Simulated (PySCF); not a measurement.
Computed shifts of a molecule C₄H₆Si, B3LYP/pcSseg-1 in PySCF, GIAO, gas phase, equivalent atoms averaged, in ppm (number of nuclei): ¹³C: 161.7 (2), 136.9 (2). ²⁹Si: -44.9 (1). ¹H: 7.49 (2), 6.56 (2), 4.82 (2). References: ¹³C against TMS (σ = 181.3 ppm); ²⁹Si against TMS (σ = 338.7 ppm); ¹H against TMS (σ = 31.68 ppm), references at their B3LYP-D3(BJ)/def2-TZVP geometries, non-relativistic. Geometry: r2SCAN-D4/def2-SVP. The values are those of a single conformer.

**Question.** Which structure fits?
A. C#C/C=C/[SiH3]
B. C1=C[SiH2]C=C1
C. C#C[SiH2]C=C
D. C=CC#C[SiH3]

**Answer.** B, C1=C[SiH2]C=C1
